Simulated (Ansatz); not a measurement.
Total energies of F4H2MoO2, SMILES `[OH][Mo]([OH])([F])([F])([F])[F]`.

```xyz
9

O     1.549   -0.322    0.668
Mo   -0.204   -0.068    0.210
O     0.109   -0.219   -1.602
F    -0.935    0.063    1.891
F     0.215    1.735    0.317
F    -0.551   -1.861    0.357
F    -1.886    0.480   -0.355
H     2.268    0.305    0.794
H    -0.565   -0.112   -2.281
```

The species carries charge 0 and has multiplicity 1. Correlated methods include outer-core shells of Mo, which these sets cover unevenly. Mo: def2 effective core potential. All single points use the PBE0-D4/def2-TZVP geometry. It is one conformer, not always the lowest. Basis def2-TZVPP, Ansatz 0.2.0.

RPA on PBE orbitals: Hartree–Fock energy of these orbitals -616.37477 Eh, correlation -3.06289 Eh (frozen core).

| functional | energy without D4 (Eh) | D4 term (kJ/mol) |
| --- | --- | --- |
| LDA (SPW92) | -616.03774 | – |
| PBE | -619.23592 | -20.1 |
| revPBE | -619.59479 | -61.0 |
| BLYP | -619.67010 | -44.4 |
| r2SCAN | -619.53894 | -4.8 |
| B97M-V | -619.53446 | – |
| PBE0 | -619.13920 | -16.8 |
| r2SCANh | -619.46556 | -5.1 |
| r2SCAN0 | -619.35921 | -5.6 |
| HSE06 (plane-wave form) | -619.11646 | -15.6 |
| LC-ωPBE | -619.39703 | – |
| ωB97X-V | -619.45448 | – |
| B2PLYP | -619.31322 | – |
| PBE-QIDH | -618.99847 | – |

**Question.** Give the same for B3LYP, BHLYP, CAM-B3LYP, ωB97M-V. (Estimate.)

**Answer.** The calculation gave: 
| functional | energy without D4 (Eh) | D4 term (kJ/mol) |
| --- | --- | --- |
| B3LYP | -619.72301 | -32.4 |
| BHLYP | -619.31233 | -24.6 |
| CAM-B3LYP | -619.51564 | -17.0 |
| ωB97M-V | -619.45349 | – |

B3LYP takes the VWN-RPA correlation (the form of Gaussian; ORCA's B3LYP/G). HSE06 is the plane-wave form, built on full-range PBE exchange. The double hybrids freeze the cores in their second-order part.

LC-ωPBE has ω = 0.4 bohr⁻¹.
